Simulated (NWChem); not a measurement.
Species: CH4MgS2; SMILES C[S][Mg][SH]

```xyz
8

Mg     0.2373    -0.4650    -0.0326
S     -0.1187    -2.7473    -0.0465
H     -0.0797    -2.8333     1.3034
S      0.6110     1.8095    -0.0051
C     -1.0697     2.5413    -0.0095
H     -1.6272     2.2964    -0.9244
H     -0.9410     3.6318     0.0266
H     -1.6584     2.2412     0.8686
```
Atoms are numbered in this order, from 1.

All runs: NWChem. All runs use the structure optimised with PBE0/def2-SVP. Ions are spin-unrestricted doublets at the neutral geometry; other ion states weren't tried.

Problem. Estimate the computed values for CAM-B3LYP/def2-SVP. Quantities: vertical ionisation energy, ΔSCF (eV); −ε(HOMO) (eV).

Solution. 
| Quantity | Result |
|---|---|
| vertical ionisation energy, ΔSCF (eV) | 8.82 |
| −ε(HOMO) (eV) | 7.82 |
